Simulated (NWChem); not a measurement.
System: C4H2ClF; SMILES C#C/C(Cl)=C\F

Input file for NWChem:

```
start job
memory heap 200 mb stack 900 mb global 1100 mb
geometry units angstroms noautosym nocenter noautoz
  C      2.413093     0.660686     0.000000
  C      1.247366     0.337413     0.000000
  C     -0.104748    -0.072063     0.000000
  Cl    -0.435275    -1.805829     0.000000
  C     -1.154974     0.761478     0.000000
  F     -0.984197     2.086610     0.000000
  H      3.436169     0.961672     0.000000
  H     -2.192534     0.448092     0.000000
end
basis spherical
  * library def2-svp
end
dft
  xc pbe0
  iterations 150
end
property
  efieldgrad
end
task dft property
```

Parts of the log:

```
             Northwest Computational Chemistry Package (NWChem) 7.3.0
             --------------------------------------------------------

                             Geometry "geometry" -> ""
                             -------------------------

 Output coordinates in angstroms (scale by  1.889725989 to convert to a.u.)

  No.       Tag          Charge          X              Y              Z
 ---- ---------------- ---------- -------------- -------------- --------------
    1 C                    6.0000     2.41309300     0.66068600     0.00000000
    2 C                    6.0000     1.24736600     0.33741300     0.00000000
    3 C                    6.0000    -0.10474800    -0.07206300     0.00000000
    4 Cl                  17.0000    -0.43527500    -1.80582900     0.00000000
    5 C                    6.0000    -1.15497400     0.76147800     0.00000000
    6 F                    9.0000    -0.98419700     2.08661000     0.00000000
    7 H                    1.0000     3.43616900     0.96167200     0.00000000
    8 H                    1.0000    -2.19253400     0.44809200     0.00000000

 Effective nuclear repulsion energy (a.u.)     241.3435323185

                              NWChem Property Module
                              ----------------------

  itol2e modified to match energy
  convergence criterion.

                                 NWChem DFT Module
                                 -----------------

 Summary of "ao basis" -> "ao basis" (spherical)
 ------------------------------------------------------------------------------
       Tag                 Description            Shells   Functions and Types
 ---------------- ------------------------------  ------  ---------------------
 C                          def2-svp                 6       14   3s2p1d
 Cl                         def2-svp                 8       18   4s3p1d
 F                          def2-svp                 6       14   3s2p1d
 H                          def2-svp                 3        5   2s1p

  itol2e modified to match energy
  convergence criterion.

[...]

          -----------------------
          Electric field gradient
          -----------------------

 1 a.u. = 0.324123 10**(16) esu/cm**3  ( or statvolts/cm**2 ) = 0.97174 10**(22) v/m**2

 ------------------------------------------------------------
   Atom      X         Y         Z
 ------------------------------------------------------------
    1 C    4.56008   1.24852   0.00000
 ------------------------------------------------------------

 Electric field gradient in molecular frame (a.u.)
         XX             YY             ZZ             XY             XZ             YZ
 ------------------------------------------------------------------------------------------
        0.148156      -0.093398      -0.054758       0.084021       0.000000      -0.000000

 Principal components (a.u.) and orientation
 of principal axis w.r.t. absolute frame                      Asymmetry parameter eta
 --------------------------------------------------------------------------------------
        0.174507      -0.119749      -0.054758                       0.372425

        0.954175      -0.299249       0.000000
        0.299249       0.954175      -0.000000
        0.000000       0.000000       1.000000

 ------------------------------------------------------------
   Atom      X         Y         Z
 ------------------------------------------------------------
    2 C    2.35718   0.63762   0.00000
 ------------------------------------------------------------

 Electric field gradient in molecular frame (a.u.)
         XX             YY             ZZ             XY             XZ             YZ
 ------------------------------------------------------------------------------------------
        0.117297      -0.037279      -0.080019       0.044252      -0.000000       0.000000

 Principal components (a.u.) and orientation
 of principal axis w.r.t. absolute frame                      Asymmetry parameter eta
 --------------------------------------------------------------------------------------
        0.129069      -0.080019      -0.049050                       0.239934

        0.966390       0.000000      -0.257079
        0.257079      -0.000000       0.966390
       -0.000000       1.000000       0.000000

 ------------------------------------------------------------
   Atom      X         Y         Z
 ------------------------------------------------------------
    3 C   -0.19795  -0.13618   0.00000
 ------------------------------------------------------------

 Electric field gradient in molecular frame (a.u.)
         XX             YY             ZZ             XY             XZ             YZ
 ------------------------------------------------------------------------------------------
        0.121675      -0.235640       0.113964      -0.126838       0.000000       0.000000

 Principal components (a.u.) and orientation
 of principal axis w.r.t. absolute frame                      Asymmetry parameter eta
 --------------------------------------------------------------------------------------
       -0.276085       0.162121       0.113964                       0.174429

        0.303807       0.952734       0.000000
        0.952734      -0.303807       0.000000
       -0.000000      -0.000000       1.000000

 ------------------------------------------------------------
   Atom      X         Y         Z
 ------------------------------------------------------------
    4 Cl  -0.82255  -3.41252   0.00000
 ------------------------------------------------------------

[...]
```

Level: PBE0/def2-SVP. Geometry: optimised at B3LYP/6-31G* (spherical d). NWChem prints the field gradient with the sign opposite to the second derivative of the potential.
